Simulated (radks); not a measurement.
Question: The mean radii <r> (bohr) of the occupied orbitals of an atom or ion are listed with their occupations. All-electron calculation, Dirac Kohn-Sham, BLYP, spin-unpolarised, spherical densities, finite nucleus; Fermi nuclear charge, rms radius of each element as measured or else 0.836 A^(1/3) + 0.57 fm. Program: a radial shooting solver on a logarithmic mesh with Libxc functionals.

orbital  occ.      <r>
1s1/2       2  0.05031
2s1/2       2   0.2255
2p1/2       2   0.1955
2p3/2       4   0.1989
3s1/2       1   0.6248
3p1/2       2   0.6241
3p3/2       4   0.6310
3d3/2       3   0.6069

Name the element and its charge.

Answer: Z = 30, zinc, charge +10: Zn10+ in [Ne] 3s1 3p6 3d(3/2: 3, 5/2: 0). The 1s radius gives Z: for a bare nucleus <r> = (2 gamma + 1)/(2Z) with gamma = sqrt(1 - (Z/c)^2), 0.04919 bohr for Z = 30, and screening makes it slightly larger (0.05031 here). The occupations add up to 20, and the charge is Z minus that.
